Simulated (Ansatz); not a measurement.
Reaction (ligand exchange at the Si–O bond): `O[SiH](O)O[SiH2]F` + `[NH2][GeH2][OH]` → `[OH][GeH2][NH][SiH](O)O` + `O[SiH2]F`

Isolated molecules relaxed with PBE0-D4/def2-TZVP in Ansatz; ΔE leaves out vibrations. CBS: MP2 limit from def2 TZ/QZ plus the TZ coupled-cluster correction, frozen cores. Functionals use def2-TZVPP. B3LYP here is the variant with VWN-RPA as its local correlation; programs differ in this. For Ge outer-core shells are correlated without core-valence functions, which leaves a few kJ/mol of doubt a bond. Scalar relativity is left out up to krypton. One conformer a species, not always the lowest.

`O[SiH](O)O[SiH2]F`:

Z-matrix (Å, degrees):
```
Si
O 1 1.638
O 1 1.625 2 104.3
O 1 1.629 2 113.3 3 -120.7
H 1 1.472 2 112.1 3 120.6
H 2 0.958 1 117.9 3 179.3
Si 3 1.620 1 148.0 2 29.0
H 4 0.959 1 118.7 2 65.4
F 7 1.592 3 107.7 1 148.2
H 7 1.479 3 111.0 1 30.6
H 7 1.478 3 110.1 1 -95.2
```

`[NH2][GeH2][OH]`:

Z-matrix (Å, degrees):
```
Ge
O 1 1.780
N 1 1.819 2 104.8
H 1 1.538 2 111.2 3 -115.1
H 1 1.549 2 106.5 3 123.0
H 2 0.959 1 112.2 3 -147.4
H 3 1.009 1 115.8 2 -150.0
H 3 1.009 1 117.0 2 77.3
```

`[OH][GeH2][NH][SiH](O)O`:

Z-matrix (Å, degrees):
```
Ge
N 1 1.825
O 1 1.799 2 107.8
H 1 1.537 2 108.5 3 -119.8
H 1 1.528 2 112.5 3 112.2
Si 2 1.714 1 122.5 3 -44.3
H 2 1.009 1 116.1 3 115.1
H 3 0.960 1 112.5 2 -73.1
O 6 1.644 2 105.3 1 126.1
O 6 1.633 2 107.6 1 2.2
H 6 1.480 2 115.3 1 -114.5
H 9 0.958 6 116.7 2 163.2
H 10 0.968 6 116.3 2 39.0
```

`O[SiH2]F`:

Z-matrix (Å, degrees):
```
Si
F 1 1.596
O 1 1.630 2 111.0
H 1 1.482 2 106.0 3 121.4
H 1 1.474 2 108.2 3 -116.3
H 3 0.958 1 119.1 2 71.8
```

CCSD(T)/CBS gives +34.6 kJ/mol.

Problem. Another level gave +35.4 kJ/mol. Which?
A. PBE-D4/def2-TZVPP
B. MP2/def2-TZVPP
C. B3LYP/def2-TZVPP
D. B3LYP-D4/def2-TZVPP

Solution. D. B3LYP-D4 35.4, B3LYP 41.9, MP2/def2-TZVPP 30.7, PBE-D4 25.7 kJ/mol.

Largest T1 diagnostic among the species: 0.012.

The D4 term adds −6.5 kJ/mol with B3LYP and −3.4 kJ/mol with PBE0; it sums over pairs of atoms, weighted by their polarisabilities, and B3LYP, whose exchange is more repulsive, gets the larger term. In def2-TZVPP, CCSD(T) changes the Hartree–Fock value by −26.4 kJ/mol (the triples alone add −4.5 kJ/mol) and MP2 by −28.0 kJ/mol. From PBE to PBE0 (25 % exact exchange), in def2-TZVPP and without D4, ΔE moves by +4.0 kJ/mol.
